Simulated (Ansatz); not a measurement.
Two members of one family (Series SnEt3X), computed with Ansatz in the gas phase; def2 core potentials for Sn, no spin–orbit coupling. The two geometries come from different levels. Binding counts from free atoms in the multiplicity of their measured ground term, without zero-point energy. A dash marks a value that wasn't run or was left out as unsound. The structures are stationary points that may keep the symmetry of their start. Remarks come from the PBE and PBE0 runs and from stability tests at other levels; not every state was tested. HOMO above LUMO (over both spins in singlets and doublets, within one spin in higher multiplets; at PBE or PBE0), or a gap under 0.15 eV within one spin, warns that the state may not be the lowest or that an electron is smeared out.

First: SnEt3Br (singlet, charge 0, PBE-D4/def2-SVP geometry).

Cartesian coordinates in Å:
```
Sn 0.0180 -0.0388 0.0115
C 0.1964 -1.5090 -1.5986
C -0.3255 -2.8912 -1.2049
H 1.2719 -1.5412 -1.8702
H -0.3486 -1.0948 -2.4741
H -0.1842 -3.6262 -2.0258
H 0.2024 -3.2827 -0.3118
H -1.4094 -2.8718 -0.9663
C -2.0260 0.2952 0.7153
C -2.0817 1.1184 2.0018
H -2.4702 -0.7120 0.8571
H -2.5814 0.7833 -0.1140
H -3.1264 1.2357 2.3632
H -1.5007 0.6374 2.8155
H -1.6704 2.1392 1.8590
C 1.1838 1.7912 -0.2842
C 2.6930 1.5514 -0.2680
H 0.8726 2.4886 0.5212
H 0.8453 2.2323 -1.2465
H 3.2542 2.5046 -0.3788
H 3.0167 1.0799 0.6817
H 3.0167 0.8846 -1.0934
Br 1.1535 -1.1741 2.0105
```

```json
{"level": "PBE-D4/def2-SVP", "HOMO (eV)": "-5.98", "LUMO (eV)": "-0.89", "gap (eV)": "5.09", "vertical triplet (eV)": "–", "binding per atom (eV)": "3.94"}
{"level": "PBE-D4/def2-TZVP", "HOMO (eV)": "-6.13", "LUMO (eV)": "-1.14", "gap (eV)": "4.99", "vertical triplet (eV)": "–", "binding per atom (eV)": "3.91"}
{"level": "r2SCAN-D4/def2-TZVP", "HOMO (eV)": "-6.38", "LUMO (eV)": "-0.87", "gap (eV)": "5.51", "vertical triplet (eV)": "5.08", "binding per atom (eV)": "3.86"}
{"level": "B97M-V/def2-TZVP", "HOMO (eV)": "-6.47", "LUMO (eV)": "-0.86", "gap (eV)": "5.61", "vertical triplet (eV)": "–", "binding per atom (eV)": "3.85"}
{"level": "PBE0-D4/def2-TZVP", "HOMO (eV)": "-7.29", "LUMO (eV)": "-0.24", "gap (eV)": "7.05", "vertical triplet (eV)": "5.35", "binding per atom (eV)": "3.87"}
```

Remarks: gap within one spin near zero at PBE or PBE0 (triplet), HOMO above LUMO (triplet).

Second: SnEt3(NHMe) (singlet, charge 0, r2SCAN-D4/def2-SVP geometry).

```xyz
28

Sn    0.057   -0.024   -0.023
C    -0.440    2.084    0.131
C    -1.779    2.295    0.836
H    -0.441    2.522   -0.882
H     0.381    2.579    0.681
H    -2.020    3.366    0.953
H    -2.610    1.836    0.275
H    -1.781    1.842    1.841
C     1.925   -0.376   -1.098
C     3.109    0.347   -0.461
H     1.778   -0.059   -2.146
H     2.089   -1.467   -1.121
H     4.056    0.140   -0.990
H     2.971    1.441   -0.465
H     3.253    0.043    0.589
C    -1.596   -1.159   -0.855
C    -2.016   -0.679   -2.243
H    -2.427   -1.074   -0.133
H    -1.306   -2.223   -0.877
H    -2.871   -1.255   -2.639
H    -2.321    0.382   -2.236
H    -1.198   -0.774   -2.978
N     0.199   -0.616    1.949
C     0.511   -1.996    2.273
H     0.749    0.027    2.515
H     0.323   -2.206    3.341
H    -0.151   -2.673    1.706
H     1.555   -2.321    2.060
```

Question: What does the change do? Estimate second minus first.

Answer: 
| level | Δ HOMO (eV) | Δ LUMO (eV) | Δ gap (eV) | Δ vertical triplet (eV) | Δ binding per atom (eV) |
| --- | --- | --- | --- | --- | --- |
| PBE-D4/def2-SVP | 1.56 | 0.89 | -0.68 | – | 0.02 |
| PBE-D4/def2-TZVP | 1.48 | 0.72 | -0.76 | – | 0.02 |
| r2SCAN-D4/def2-TZVP | 1.49 | 0.88 | -0.61 | -0.55 | 0.01 |
| B97M-V/def2-TZVP | 1.43 | 0.52 | -0.91 | – | 0.02 |
| PBE0-D4/def2-TZVP | 1.32 | 0.67 | -0.66 | -0.65 | 0.01 |
